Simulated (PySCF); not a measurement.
Compound: ClGaH2.
Structure used (PBE0-D3(BJ)/def2-SVP), in Å, numbered top down from 1:
```
atom  x, y, z in Å
Cl1    1.7252   -0.5902   -0.7021
Ga2   -0.2402    0.0332   -0.0769
H3    -1.2794   -1.1181    0.0747
H4    -0.3998    1.5665    0.1495
```

Method: PBE0-D3(BJ)/def2-SVP geometry optimisation, gas phase in PySCF.

(1) Which atoms are bound to Ga2, and at what distances?

(2) List the angles at Ga2.

(3) What is the shape at Ga2?

(4) What are the rotational constants (commonest isotopes, rigid rotor)?

Results:

(1) 3 atoms: H4 1.558 Å, H3 1.558 Å, Cl1 2.155 Å.

(2) 
```tsv
angle	degrees	distance of the outer atoms (Å)
H3–Ga2–H4	130.1	2.83
Cl1–Ga2–H3	115.0	3.15
Cl1–Ga2–H4	114.9	3.15
```

(3) Planar: angles 130.1°, 115.0° and 114.9°, sum 360.0°, 0.00 Å off the plane of its three neighbours.

(4) A = 125580, B = 4533, C = 4375 MHz: a near-prolate asymmetric top.

Point group: C2v (tolerance 0.08 Å). Charge 0, singlet. No frequency check.
